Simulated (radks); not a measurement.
Values are calculated unless marked as measured or tabulated.
Spherical quantum dot in the effective-mass picture: electrons in a parabolic well V = omega^2 r^2 / 2 with omega = 0.181, all in effective atomic units (hartree* = m*/eps^2 hartree, bohr* = eps/m* bohr), one dielectric constant everywhere. Level of theory: non-relativistic Kohn-Sham, exchange-only LDA, spin-polarised, spherical densities (a radial shooting solver with Libxc functionals). Levels are named by radial order and angular momentum (1s, 1p, 1d, 2s, ...), and open shells are averaged over m.

N = 12, configuration 1s2 1p6 1d(up 4, down 0). This is the lowest configuration that the search found. Occupied and some empty levels:

level    occupation  eigenvalue (hartree*)  <r> (bohr*)
1s up             1                 2.3476        4.740
1s down           1                 2.3740        4.315
1p up             3                 2.4051        5.517
1p down           3                 2.4433        5.346
1d up             4                 2.4802        6.076
1d down           0                 2.5233        6.029
2s up             0                 2.5253        4.907
2s down           0                 2.5444        5.068
1f up             0                 2.5692        6.533
1f down           0                 2.6137        6.553
2p up             0                 2.6267        5.654
2p down           0                 2.6504        5.671

Energy (hartree*): total 17.9537, kinetic 1.3698, external 6.4412, Hartree 11.779, exchange-correlation -1.6366.

Electron density:

r (bohr*)  n(r) (e/bohr*^3)
0.517              0.004584
1.38               0.005439
2.24               0.006819
3.11               0.008282
3.97               0.009220
4.83               0.008975
5.70               0.007251
6.56               0.004603
7.42               0.002193
8.28              0.0007605
9.15              0.0001901
10.0             0.00003423
10.9              4.493e-06
